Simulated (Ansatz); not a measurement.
Geometry optimisation, RKS PBE0-D4/def2-SVP (Ansatz 0.2.0).

input.yaml

```yaml
crystal:
  periodic: [false, false, false]
  atoms:
    - { symbol: In, position_ang: [0.0, 0.0, 0.0] }
    - { symbol: Cl, position_ang: [0.0, 0.0, 2.79] }
    - { symbol: C, position_ang: [1.8879, 0.0, -1.09] }
    - { symbol: H, position_ang: [2.2175, -1.0462, -1.2602] }
    - { symbol: H, position_ang: [1.7514, 0.508, -2.0674] }
    - { symbol: H, position_ang: [2.6574, 0.5381, -0.4982] }
    - { symbol: C, position_ang: [-1.8879, 0.0, -1.09] }
    - { symbol: H, position_ang: [-2.448, -0.9305, -0.8608] }
    - { symbol: H, position_ang: [-2.492, 0.8797, -0.7846] }
    - { symbol: H, position_ang: [-1.6862, 0.0508, -2.1803] }
    - { symbol: H, position_ang: [0.0928, 1.9622, 0.6527] }
    - { symbol: H, position_ang: [0.0775, 1.6395, 1.6684] }
basis:
  gaussian: { orbitals: def2-SVP }
hamiltonian:
  xc: pbe0
  dispersion: d4
relax:
  f_tol: 0.15
  max_steps: 25
  restrain:
    - { distance: [0, 10], at: 1.77, k: 30.0 }
    - { distance: [11, 1], at: 1.37, k: 30.0 }
    - { distance: [0, 1], at: 3.64, k: 30.0 }
    - { distance: [11, 10], at: 1.86, k: 30.0 }
output:
  orbitals: {}
```

Launched with:

```bash
$ ansatz run input.yaml --threads 4 --pin off --max-ram 5120MiB --backend cpu --events-out ev --progress --plain --runs-dir out
```

Task: Where does it end, and by what steps?

Result: The forces met the threshold. The restraints hold the end off the free minimum; the threshold counts their pulls, which the force column leaves out. Restrained pairs: In1–H11 (2.07 → 1.77 Å), Cl2–H12 (1.99 → 1.34 Å), In1–Cl2 (2.79 → 3.64 Å), H11–H12 (1.07 → 1.86 Å). After 8 steps the energy has fallen by 0.345 eV (the restraints' own energy left out); In1 moved furthest, 0.92 Å.

| step | energy less start (eV) | largest force component (eV/Å) | accepted |
| --- | --- | --- | --- |
| 0 | 0.0000 | 2.787 | yes |
| 1 | 0.6396 | 1.777 | yes |
| 2 | 0.5631 | 2.008 | yes |
| 3 | 0.1454 | 1.208 | yes |
| 4 | -0.1753 | 0.811 | yes |
| 5 | -0.2298 | 1.032 | yes |
| 6 | -0.3031 | 0.897 | yes |
| 7 | -0.3404 | 0.731 | yes |
| 8 | -0.3453 | 0.772 | yes |

```xyz
12
Properties=species:S:1:pos:R:3
In 0.024 0.771 -0.507
Cl -0.020 0.173 3.079
C 1.925 0.005 -1.196
H 1.910 -1.095 -1.217
H 2.109 0.360 -2.222
H 2.752 0.343 -0.555
C -1.896 0.028 -1.168
H -2.074 -0.965 -0.727
H -2.712 0.699 -0.868
H -1.905 -0.084 -2.263
H 0.043 2.118 0.642
H 0.016 1.249 2.283
```

Run time: 20 s on 4 threads of Arm Neoverse V1, with other jobs on the host, peak memory 0.28 GiB.
